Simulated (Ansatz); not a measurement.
Stepwise reaction of `CB(O[SiH3])O[SiH3]` with ammonia, as a gas-phase model of exchange steps in deposition or etching. ΔE in kJ/mol.

Isolated molecules relaxed with PBE0-D4/def2-TZVP in Ansatz; ΔE leaves out vibrations. CBS: MP2 limit from def2 TZ/QZ plus the TZ coupled-cluster correction, frozen cores. This one scheme is used for every species. DFT in def2-TZVPP. B3LYP here is the variant with VWN-RPA as its local correlation; programs differ in this. Each species was taken in one conformer, which may not be the lowest.

| step | reaction | PBE-D4 | B3LYP-D4 | ωB97M-V | CCSD(T)/CBS |
| --- | --- | --- | --- | --- | --- |
| 1 | `CB(O[SiH3])O[SiH3]` + NH₃ → `CB(N)O[SiH3]` + `O[SiH3]` | 12.9 | 20.0 | 16.1 | 17.5 |
| 2 | `CB(N)O[SiH3]` + NH₃ → `CB(N)N` + `O[SiH3]` | 31.3 | 36.8 | 34.6 | 35.8 |

(1) By hand: ΔE of the 2 steps together at CCSD(T)/CBS.

Answers

(1) (17.5) + (35.8) = 53.3 kJ/mol, or 26.6 kJ/mol a step.

In ΔE each step is higher than the one before. All are uphill at CCSD(T)/CBS. PBE-D4 differs from CCSD(T)/CBS by -4.6 to -4.5 kJ/mol a step. Isolated molecules leave out the surface, adducts and barriers. Largest T1 diagnostic: 0.012.
